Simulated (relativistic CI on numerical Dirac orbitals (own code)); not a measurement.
**Energy levels of Cu III**

Method of calculation: Dirac-Coulomb-Breit CI, orbitals from a KLI potential per configuration, model QED, valence Slater integrals scaled by 0.85, P86 correlation energy added to each configuration (own radial code, finite nucleus).

CI space (outside the closed core [Ar]): 3d⁹, 3d⁸4s, 3d⁸4p, 3d⁷4s², 3d⁸5s, 3d⁸4d, 3d⁸5p, 3d⁷4s4p, 3d⁸4f, 3d⁸5d, 3d⁸5f, 3d⁸5g, 3d⁷4p², 3d⁷4s5s. Levels of other configurations are missing.

```tsv
No.	Configuration	Term	J	E (cm⁻¹)	%	Next component (%)	Landé g
41	3d⁸(1D)4p	²F°	7/2	132134.3	90	9 ⁴D°	1.167
42	3d⁸(1D)4p	²P°	1/2	132568.2	82	17 ⁴P°	1.009
43	3d⁸(1D)4p	²D°	3/2	132599.2	67	21 ⁴P°	1.056
44	3d⁸(1D)4p	²D°	5/2	133296.4	76	19 ⁴P°	1.258
45	3d⁸(1D)4p	²P°	3/2	133389.0	69	22 ²D°	1.246
46	3d⁸(3P)4p	⁴D°	5/2	135986.2	84	10 ²D°	1.338
47	3d⁸(3P)4p	⁴D°	3/2	136051.0	94	4 ²D°	1.190
48	3d⁸(3P)4p	⁴D°	1/2	136069.6	98	1 ²P°	0.013
49	3d⁸(3P)4p	⁴D°	7/2	136171.5	89	10 ²F°	1.399
50	3d⁸(3P)4p	²D°	5/2	138051.9	86	11 ⁴D°	1.212
51	3d⁸(1G)4p	²H°	9/2	138645.5	99	1 ²G°	0.910
52	3d⁸(3P)4p	²D°	3/2	138876.4	80	17 ²P°	0.903
53	3d⁸(3P)4p	²P°	3/2	139365.3	78	18 ²D°	1.248
54	3d⁸(1G)4p	²H°	11/2	139611.3	100		1.091
55	3d⁸(1G)4p	²F°	7/2	140119.0	97	2 ⁴D°	1.145
56	3d⁸(3P)4p	²P°	1/2	140602.0	90	8 ²S°	0.774
57	3d⁸(1G)4p	²F°	5/2	140848.4	98	1 ²D°	0.860
58	3d⁸(3P)4p	⁴S°	3/2	141018.8	95	3 ²P°	1.980
59	3d⁸(3P)4p	²S°	1/2	141401.5	90	9 ²P°	1.874
60	3d⁸(1G)4p	²G°	7/2	145216.4	98	1 ²F°	0.890
61	3d⁸(1G)4p	²G°	9/2	145386.4	99	1 ²H°	1.110
62	3d⁷4s²	⁴F	9/2	157364.4	96	3 3d⁷4p² ⁴F	1.332
63	3d⁷4s²	⁴F	7/2	158915.1	96	3 3d⁷4p² ⁴F	1.238
64	3d⁷4s²	⁴F	5/2	160014.2	96	3 3d⁷4p² ⁴F	1.028
65	3d⁷4s²	⁴F	3/2	160753.3	96	3 3d⁷4p² ⁴F	0.400
66	3d⁸(1S)4p	²P°	1/2	176710.8	99		0.666
67	3d⁸(1S)4p	²P°	3/2	177808.7	99		1.334
68	3d⁷4s²	²G	9/2	178004.0	91	3 ²H	1.104
69	3d⁷4s²	⁴P	5/2	178016.6	93	3 3d⁷4p² ⁴P	1.598
70	3d⁷4s²	⁴P	3/2	178349.5	87	7 ²P	1.703
71	3d⁷4s²	⁴P	1/2	179129.3	92	3 3d⁷4p² ⁴P	2.612
72	3d⁷4s²	²G	7/2	179487.0	95	3 3d⁷4p² ²G	0.889
73	3d⁸(3F)4d	⁴D	7/2	183194.8	92	7 ⁴F	1.412
74	3d⁸(3F)4d	⁴P	5/2	183454.9	48	47 ⁴D	1.475
75	3d⁸(3F)5s	⁴F	9/2	183476.5	97	2 3d⁸4d ⁴F	1.333
76	3d⁸(3F)4d	²H	11/2	183574.0	52	28 3d⁷4s² ²H	1.099
77	3d⁸(3F)4d	⁴H	13/2	183758.2	100		1.231
78	3d⁸(3F)4d	²P	3/2	184122.0	37	27 ⁴D	1.337
79	3d⁸(3F)4d	⁴G	11/2	184183.8	76	17 ⁴H	1.237
80	3d⁸(3F)5s	⁴F	7/2	184269.0	64	34 ²F	1.205
81	3d⁸(3F)4d	⁴F	9/2	184409.9	44	40 ⁴G	1.224
82	3d⁷4s²	²P	3/2	184582.3	46	23 3d⁸4d ⁴D	1.300
83	3d⁸(3F)4d	²F	7/2	184716.5	50	24 ⁴F	1.123
84	3d⁸(3F)4d	⁴P	5/2	184842.7	47	39 ⁴D	1.436
85	3d⁸(3F)4d	⁴F	9/2	184882.5	34	22 ²G	1.125
86	3d⁸(3F)4d	⁴H	11/2	185066.7	40	39 3d⁷4s² ²H	1.139
87	3d⁸(3F)4d	⁴D	1/2	185305.5	76	11 ²P	0.372
88	3d⁷4s²	²H	9/2	185437.3	38	24 3d⁸4d ²H	1.005
89	3d⁸(3F)5s	⁴F	5/2	185613.5	85	10 ²F	1.016
90	3d⁸(3F)4d	⁴D	3/2	185701.6	40	32 ²P	1.275
91	3d⁸(3F)5s	²F	7/2	185911.9	63	34 ⁴F	1.170
92	3d⁷4s²	²P	1/2	185973.0	69	19 3d⁸4d ²P	0.687
93	3d⁸(3F)4d	⁴G	7/2	186074.0	38	30 ²F	0.947
94	3d⁸(3F)4d	²F	5/2	186077.0	30	29 ⁴F	0.886
95	3d⁸(3F)4d	⁴H	9/2	186128.5	60	18 3d⁷4s² ²H	0.987
96	3d⁸(3F)4d	²H	11/2	186194.6	44	25 3d⁷4s² ²H	1.111
97	3d⁸(3F)4d	⁴P	3/2	186272.5	55	28 ²P	1.513
98	3d⁸(3F)4d	⁴F	7/2	186370.7	48	23 ⁴H	1.071
99	3d⁸(3F)5s	⁴F	3/2	186470.2	93	4 3d⁸4d ⁴F	0.433
100	3d⁸(3F)4d	²G	9/2	186585.1	39	34 ⁴G	1.128
101	3d⁸(3F)4d	⁴P	1/2	186586.4	80	15 ⁴D	2.200
102	3d⁸(3F)4d	⁴H	7/2	186895.8	45	34 ⁴G	0.874
103	3d⁷4s²	²D	5/2	187158.2	33	31 3d⁸4d ²F	0.915
104	3d⁸(3F)4d	⁴G	5/2	187267.9	41	35 3d⁷4s² ²D	0.905
105	3d⁸(3F)4d	⁴F	3/2	187281.5	88	5 ⁴D	0.453
106	3d⁸(3F)4d	⁴F	5/2	187393.1	36	30 ²F	1.018
107	3d⁸(3F)5s	²F	5/2	187552.9	88	10 ⁴F	0.878
108	3d⁸(3F)4d	²P	1/2	187659.7	68	22 3d⁷4s² ²P	0.797
109	3d⁸(3F)4d	²H	9/2	187788.4	55	24 3d⁷4s² ²H	0.943
110	3d⁸(3F)4d	²G	7/2	188095.8	78	9 ⁴G	0.929
```

Energies count from the lowest computed level; ° marks odd parity. Percentages are summed over parent terms; the parents shown are those of the largest component, closed shells are left out there.

The mean weight of the leading LS term, summed over parents, in these 70 levels is 73 %, and that of the leading jj configuration (from the same eigenvectors) 53 %, so LS coupling describes them better.

For a near-neutral ion this model can misplace configurations by up to about 10,000 cm⁻¹ (more where the count of f electrons changes) and terms by 10 to 25 % of their spread. Rates follow the energies as ν³ (E1, M1) or ν⁵ (E2), so they and the lifetimes can be off by large factors. The fine structure of a lone outer electron comes out too small, for d and f at times inverted, and misplaced configurations move strength between like terms. 60 of the 60 excited levels that our extract of the measured tables holds in this range could be paired (the sources list more); they are missed by 6480 cm⁻¹ on average and 8855 at most, and levels without a partner can miss by more.

LS names give the leading component of a level, which can be under half, so a name can repeat, a term be missing and a line seem to break the LS rules.
